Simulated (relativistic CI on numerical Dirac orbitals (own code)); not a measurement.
# Ag⁺: calculation against measurement

Calculated at this level of theory: Dirac-Coulomb-Breit CI, orbitals from a KLI potential per configuration, QED by a radiative potential, valence Slater integrals scaled by 0.85, P86 correlation energy added to each configuration (own radial code, finite nucleus).

Configuration list (outside the closed core [Kr]): 4d¹⁰, 4d⁹5s, 4d⁹5p, 4d⁸5s², 4d⁹6s, 4d⁹5d, 4d⁹6p, 4d⁹7s, 4d⁹4f, 4d⁸5s5p, 4d⁹6d, 4d⁹7p, 4d⁹5f, 4d⁹5g, 4d⁹7d, 4d⁹6f, 4d⁸5s6s. Levels of other configurations are missing.

```csv
Configuration,Term (tabulated),J,Measured (cm⁻¹),Computed,Error,Purity (%)
4d¹⁰,1S,0,0.0,0,0,100
4d⁹5s,3D,3,39168.0,40080,912,100
4d⁹5s,3D,2,40745.3,41734,989,82
4d⁹5s,3D,1,43742.7,44465,722,100
4d⁹5s,1D,2,46049.0,47256,1207,82
4d⁹5p,3P°,2,80176.4,77881,-2296,94
4d⁹5p,3F°,3,82171.7,80341,-1831,60
4d⁹5p,3P°,1,83625.5,81029,-2596,91
4d⁹5p,3F°,4,83669.6,81292,-2378,99
4d⁹5p,3F°,2,85200.7,83053,-2148,57
4d⁹5p,3P°,0,86140.1,83295,-2845,99
4d⁹5p,3D°,3,86460.6,84123,-2337,72
4d⁹5p,1P°,1,89895.5,88483,-1412,88
4d⁹5p,3D°,1,90334.8,87851,-2484,86
4d⁹5p,3D°,2,90887.8,88413,-2475,61
```

Measured levels from NIST Handbook of Basic Atomic Spectroscopic Data (Sansonetti and Martin, J. Phys. Chem. Ref. Data 34, 1559 (2005)); pairs were made by configuration, J and term (by order where the table uses no LS term), so strongly mixed levels may be paired wrongly.

Mean error by configuration (cm⁻¹): 4d⁹5s 957; 4d⁹5p -2280. Over the excited levels the mean absolute error is 1902 cm⁻¹ (14 of the 16 excited levels that our extract of the source holds in range could be paired, and the others can miss by more), and the median relative error of those above 1,000 cm⁻¹ is 2.7 %.

Transition probabilities of persistent lines. The last column rescales the computed rate by the cube of measured over computed energy:

```tsv
λ measured (Å)	Lower	Upper	A tabulated (s⁻¹)	A computed	A rescaled
1106.99 vacuum	4d¹⁰ ¹S0	4d⁹5p ³D°1	6.93e+08	8.64e+07	9.40e+07
1112.40 vacuum	4d¹⁰ ¹S0	4d⁹5p ¹P°1	7.71e+08	1.28e+09	1.34e+09
1195.81 vacuum	4d¹⁰ ¹S0	4d⁹5p ³P°1	5.70e+07	5.11e+07	5.62e+07
2113.82 air	4d⁹5s ³D3	4d⁹5p ³D°3	3.26e+08	3.07e+08	3.80e+08
2246.41 air	4d⁹5s ³D3	4d⁹5p ³F°4	3.91e+08	3.85e+08	4.84e+08
2248.75 air	4d⁹5s ³D2	4d⁹5p ³F°2	2.95e+08	2.69e+08	3.35e+08
2279.98 air	4d⁹5s ¹D2	4d⁹5p ¹P°1	1.39e+08	3.76e+08	4.52e+08
2324.67 air	4d⁹5s ³D3	4d⁹5p ³F°3	7.20e+07	7.69e+07	9.37e+07
2331.37 air	4d⁹5s ³D2	4d⁹5p ³P°1	2.54e+08	2.85e+08	3.70e+08
2413.19 air	4d⁹5s ³D2	4d⁹5p ³F°3	2.21e+08	2.28e+08	2.82e+08
2437.78 air	4d⁹5s ³D3	4d⁹5p ³P°2	2.88e+08	2.80e+08	3.58e+08
```
